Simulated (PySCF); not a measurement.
Start geometry of `c1(ccc(cc1)N([SiH3])[SiH3])N` from GFN2-xTB (Å):
```
atom  x, y, z in Å
N1     3.8539   -0.5226    0.0832
C2     2.4822   -0.3088    0.0885
C3     1.6276   -1.1646    0.7799
C4     0.2592   -0.9950    0.7231
C5    -0.3109    0.0277   -0.0300
N6    -1.7016    0.1940   -0.0876
Si7   -2.3549    1.8087   -0.1365
Si8   -2.7159   -1.2236   -0.1081
C9     0.5459    0.8817   -0.7192
C10    1.9155    0.7217   -0.6585
H11    4.2102   -1.0545    0.8618
H12    4.4151    0.2829   -0.1454
H13    2.0455   -1.9675    1.3711
H14   -0.3829   -1.6557    1.2863
H15   -2.4665    2.2941   -1.5181
H16   -1.4608    2.6628    0.6440
H17   -3.6829    1.7413    0.4679
H18   -3.9341   -0.8531   -0.8243
H19   -3.0571   -1.6465    1.2571
H20   -1.9857   -2.2766   -0.8115
H21    0.1280    1.6741   -1.3223
H22    2.5597    1.3988   -1.2021
```

Q: What comes out of this run: PySCF, PBE0-D3(BJ)/def2-SVP geometry optimisation, gas phase?

A: 
```
atom  x, y, z in Å
N1     3.561   -0.546    0.160
C2     2.192   -0.337    0.141
C3     1.318   -1.184    0.838
C4    -0.059   -1.000    0.783
C5    -0.631    0.023    0.014
N6    -2.037    0.202   -0.051
Si7   -2.687    1.831   -0.169
Si8   -3.076   -1.215   -0.008
C9     0.245    0.862   -0.689
C10    1.623    0.695   -0.621
H11    3.917   -1.056    0.957
H12    4.131    0.259   -0.068
H13    1.725   -1.999    1.444
H14   -0.702   -1.663    1.368
H15   -2.571    2.417   -1.542
H16   -1.958    2.728    0.776
H17   -4.134    1.761    0.184
H18   -4.425   -0.795   -0.485
H19   -3.228   -1.796    1.364
H20   -2.509   -2.274   -0.894
H21   -0.158    1.660   -1.319
H22    2.273    1.370   -1.185
```

The energy falls by 3.3 kcal/mol over 10 energy and gradient evaluations, the largest force component goes from 0.0124 to 4.0e-04 Eh/bohr, and the atoms move by 0.147 Å rms after alignment. Among the bonds, Si7–H16, Si7–H17, Si8–H18 and Si8–H20 change most and about equally (+0.031 Å). Bonds longer at the end by more than 0.005 Å: 19 of 22; shorter: 0. Among the angles that change most is H15–Si7–H16, from 110.8° to 107.9°. Among the dihedrals that turn most is C5–N6–Si8–H19, from 89° to 77°. Rotational constants go from 2034, 564.8, 464.6 to 2001, 554.1, 454.2 MHz. The orientation of the end geometry is arbitrary; only internal coordinates are fixed.

The run used 208 basis functions and 68 SCF cycles in all. Cost: about 11 min of CPU time on one thread; the machine was shared, so the figure is rough.

Whether it is a minimum is left open (no frequencies).
